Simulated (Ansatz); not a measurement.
In(OH)(SH)2 (H3InOS2), SMILES [SH][In]([SH])[OH].

Coordinates come from a B3LYP-D3(BJ)/def2-SVP optimisation. The def2 effective core potentials stand for the cores of In; spin–orbit coupling is left out. The values are those of a single conformer.

Two levels are set side by side: PBE/def2-SVPD (Ansatz, a first-principles code) and PBE0/def2-SVPD (Ansatz). Energy differences of separate SCF runs at the same geometry; the states with an electron removed or added have multiplicity 2 and 2. Differences are taken from unrounded values.

```csv
quantity,PBE
vertical ionisation energy (eV),9.22
vertical electron affinity (eV),0.82
vertical singlet–triplet gap (eV),3.53
```

Q: These are the PBE values. What does PBE0 give? (An estimate is asked for; the answer gives what the named calculation found.)

A: 
```
quantity                           PBE0  PBE minus PBE0
---------------------------------  ----  --------------
vertical ionisation energy (eV)    9.61           -0.39
vertical electron affinity (eV)    0.70            0.12
vertical singlet–triplet gap (eV)  3.99           -0.46
```
